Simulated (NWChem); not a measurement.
Species: HS$_{2}$, doublet; SMILES [S]S

```xyz
3

S      0.0124    -1.0382     0.0000
S      0.0671     0.9570     0.0000
H     -1.2730     1.2990     0.0000
```
Atoms are numbered in this order, from 1.

Results from NWChem. Pople sets run with spherical d functions. Spin-unrestricted. In the optimisation the excess spin sits in a" (Cs, its own frame). Coordinates come from a PBE-D3(BJ)/def2-SVP, spin-unrestricted optimisation. No stability test was run on the SCF state. Total energies compare along this basis series because the functional is fixed.

| level | basis functions | energy (Ha) | highest occupied level (eV) | lowest empty minus highest occupied level, either spin (eV) | dipole (D) | <S²> |
|---|---|---|---|---|---|---|
| PBE0/STO-3G | 19 | -787.8557 | -2.90 | 3.58 | 1.09 | 0.751 |
| PBE0/3-21G | 28 | -792.6972 | -7.31 | 3.23 | 1.93 | 0.751 |
| PBE0/6-31G* | 38 | -796.6354 | -7.16 | 3.34 | 1.75 | 0.753 |
| PBE0/6-31+G* | 46 | -796.6372 | -7.22 | 3.32 | 1.79 | 0.753 |
| PBE0/6-311G** | 58 | -796.6923 | -7.23 | 3.31 | 1.85 | 0.753 |
| PBE0/6-311++G** | 67 | -796.6952 | -7.21 | 3.31 | 1.78 | 0.753 |
